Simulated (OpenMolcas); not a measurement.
# Au2+: moving or changing the point charges

Au2+ among 6 point charges of -1.7 e arranged as an octahedron (Oh), 1.91 Å from the ion.

```
Program             : OpenMolcas 26.06
Method              : SS-CASPT2, IPEA 0.25 Eh, imaginary shift 0.1 Eh (closed shells correlated: 5s 5p)
Basis               : ANO-RCC-VDZP [7s6p4d2f]
Scalar Hamiltonian  : DKH2, point nucleus
Active space        : 9 electrons in 5 orbitals (5d)
State averaging     : 2S+1 = 2 even, 5 roots
Spin-orbit coupling : RASSI with atomic mean-field integrals over the reference wave functions
```

Runs around this geometry, states (labels of O, the rotations of Oh). Energies in cm-1 above the lowest state or level, χT in cm3 K/mol; 10Dq is the gap between the two states.

| R (Å) | q (e) | Ground state | First state of that spin | 10Dq | First gap with spin-orbit (degeneracies) | χT at 300 K |
| --- | --- | --- | --- | --- | --- | --- |
| 1.91 | -1.36 | 2E | 2T2 10440 | 10444 | 8150 (4, 2) | 0.923 |
| 1.82 | -1.7 | 2E | 2T2 16010 | 16008 | 13240 (4, 2) | 0.812 |
| 1.91 | -1.7 | 2E | 2T2 13060 | 13057 | 10510 (4, 2) | 0.869 |
| 2.12 | -1.7 | 2E | 2T2 8330 | 8329 | 6330 (4, 2) | 0.971 |

Taking |10Dq| as R^-n, n = -ln(8329 / 16008) / ln(2.12 / 1.82) = 4.3 between the shortest and longest distance. The point-charge formula for a cubic d site gives n = 5.

Scaling the charges by -1.36 / -1.7 = 0.80 scales |10Dq| by 10444 / 13057 = 0.80; with fixed orbitals a first-order splitting would follow the charge.

Roots that are degenerate in the reference are averaged as groups; the widest CASPT2 spread within a group is 48 cm-1 (the 2-fold group of multiplicity 2 near 0 cm-1 above the lowest state of its run, R = 1.91, q = -1.36). Shifts and gaps below about the spread of the groups concerned are not significant. An orbital doublet at a regular site is open to a Jahn-Teller distortion, which this geometry leaves out. Free-ion shares, where given, are those of the reference states; single-state CASPT2 does not remix them. This is an electrostatic model: the charges have no orbitals. No measured value stands beside these numbers.
